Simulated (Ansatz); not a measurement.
A further run on the cluster Zr₂O₂⁺ (the lowest doublet isomer of a short search).

```yaml
crystal:
  periodic: [false, false, false]
  atoms:
    - {symbol: Zr, position_ang: [-1.091047, 0.767576, -0.043232]}
    - {symbol: Zr, position_ang: [0.820163, -1.099025, -0.173833]}
    - {symbol: O, position_ang: [-0.240264, -0.302088, 1.291360]}
    - {symbol: O, position_ang: [0.511148, 0.633537, -1.074294]}
basis:
  gaussian: {orbitals: def2-SVPD, point_charges: [{charge: 2.00, position_ang: [4.862, 0.014, -0.171]}]}
total_charge: 1
magnetization: {spin_polarized: true, initial_magnetization: 1}
hamiltonian: {xc: {name: B2PLYP}, pseudopotentials: {relativity: scalar}}
scf: {omitted_lower_state_checks: [starts]}
```

```sh
$ ansatz run in.yaml --threads 2 --pin off --events-out ev --progress --plain --max-ram 4352MiB
```

Output, abridged:

```
Functional definition: B2PLYP
1080 factors; integrals over basis functions are off by at most 4.7e-4 eV
mean field evaluation 1: about -6595.4883 eV, gradient 9.1e1 eV
mean field evaluation 2: about -6595.8071 eV, gradient 9.0e1 eV
mean field evaluation 4: about -6617.4175 eV, gradient 4.7e1 eV
mean field evaluation 8: about -6629.3166 eV, gradient 1.8e0 eV
mean field evaluation 16: about -6629.8440 eV, gradient 3.0e-1 eV
mean field evaluation 32: about -6629.8661 eV, gradient 9.8e-3 eV
mean field evaluation 64: about -6629.8661 eV, gradient 8.0e-6 eV
mean field -6629.86614304 eV, -243.6430868720 hartree, gradient 8.0e-6 eV, S^2 1.047732; 0 other end points of the search recorded, 0 dependent functions left out
2 core orbitals not correlated: weight in the atoms' cores, before any rotation towards them, 1.000 or more for the frozen orbitals, at most 0.000 for the correlated occupied ones
reference -6629.86631072 eV, -243.6430930343 hartree; 18, 17 occupied and 94, 95 virtual orbitals, 1080 factors
second order -30.25345014 eV of doubles, -0.00000000 eV of singles
Total energy: -6638.03474226 eV, -243.9432773565 hartree
Relativity: scalar
Checks for a lower state left out: starts
```

It took 17 s on 2 threads of Arm Neoverse V1 on a shared host.

In the def2 sets Zr takes a core potential; there is no spin–orbit coupling. Correlated methods freeze 2 core orbitals; core or outer-core shells of Zr are correlated, in sets that lack core-valence functions. The charge 1 doublet is spin-contaminated (final ⟨S²⟩ up to 1.05, 0.75 for a pure state).
